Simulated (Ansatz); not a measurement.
This geometry of C2H6AlNOSi (12 atoms, charge 0, multiplicity 1) is a first-order saddle point.

These are results of RKS r2SCANh/6-31G* in Ansatz 0.2.0, not measurements.

```xyz
12
Properties=species:S:1:pos:R:3
C 0.968 -1.209 2.019
C 0.515 -0.376 0.874
N 1.283 0.448 0.217
Al -0.462 0.474 -0.588
O -0.870 -0.108 -2.198
Si -1.918 1.235 -2.165
H 1.808 -1.845 1.712
H 0.171 -1.844 2.406
H 1.329 -0.564 2.830
H 2.275 0.579 0.450
H -3.368 0.896 -2.302
H -1.655 2.259 -3.221
```

(1) Which two structures does it join? (They come from a converged band through this point; their orientation in space is the band's.)

(2) How far does it lie above each of them?

Answers

(1) No bond is made or broken. The dihedral H9–C1–C2–N3 goes from 124 to 2°. The two ends are copies of one structure, up to a mirror image or an exchange of like atoms.

Initial state:

```xyz
12
Properties=species:S:1:pos:R:3
C 1.036 -1.226 1.970
C 0.592 -0.418 0.812
N 1.386 0.108 -0.077
Al -0.427 0.524 -0.564
O -1.285 -0.074 -1.978
Si -1.938 1.500 -1.960
H 2.128 -1.317 2.036
H 0.593 -2.226 1.902
H 0.650 -0.786 2.896
H 2.405 -0.013 -0.031
H -3.422 1.561 -1.792
H -1.642 2.312 -3.180
```

Final state:

```xyz
12
Properties=species:S:1:pos:R:3
C 0.979 -1.219 2.001
C 0.525 -0.367 0.880
N 1.254 0.535 0.288
Al -0.460 0.477 -0.584
O -0.770 -0.073 -2.225
Si -1.904 1.197 -2.189
H 0.908 -2.272 1.707
H 0.303 -1.097 2.854
H 2.008 -0.999 2.317
H 2.225 0.716 0.567
H -3.325 0.775 -2.385
H -1.666 2.274 -3.198
```

(2) 0.062 eV above the first and 0.062 eV above the second. This is the barrier of this one path; another mechanism may lie lower.

The run took 84 s on 2 threads of Intel(R) Xeon(R) 6975P-C (Granite Rapids) (shared host), peak memory 0.31 GiB.
